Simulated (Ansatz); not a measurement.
Ge(OMe)2H2 (C₂H₈GeO₂). Charge 0, multiplicity 1. Geometry PBE-D4/def2-SVP, basis def2-TZVP, Ansatz.

```tsv
atom	x (Å)	y (Å)	z (Å)
C1	1.6754	0.0376	1.3211
C2	-1.6254	1.0295	-0.9226
Ge3	-0.0567	-1.2110	-0.4530
O4	1.4591	-0.3422	-0.0264
O5	-1.4809	-0.1536	-0.1570
H6	1.6005	-0.8222	2.0299
H7	0.9591	0.8196	1.6652
H8	2.7017	0.4534	1.4052
H9	-1.6011	0.8380	-2.0227
H10	-0.8367	1.7844	-0.6960
H11	-2.6108	1.4817	-0.6821
H12	-0.2938	-2.4066	0.5016
H13	0.1095	-1.5084	-1.9633
```

| run | HOMO (eV) | LUMO (eV) |
| --- | --- | --- |
| A | -7.88 | 0.73 |
| B | -6.64 | 0.16 |
| C | -6.31 | -0.23 |
| D | -10.29 | 2.43 |
| E | -7.64 | 0.46 |
| F | -10.35 | 2.75 |

B3LYP takes the VWN-RPA correlation. Another isomer (singlet) lies 1.93 eV lower at PBE0-D4/def2-TZVP; other spin states weren't run for this one.

Task: The runs used B3LYP, PBE, PBE0, r2SCAN, ωB97M-V, ωB97X-V. Estimate which is which.

Result: A PBE0 (25 % exact exchange); B r2SCAN (0 % exact exchange); C PBE (0 % exact exchange); D ωB97M-V (range-separated); E B3LYP (20 % exact exchange); F ωB97X-V (range-separated). Exact exchange lowers occupied and raises empty levels; among semilocal functionals meta-GGAs tend to open the gap a little, and such runs are hard to tell apart. The gap grows from 6.08 eV (PBE) to 13.10 eV (ωB97X-V).
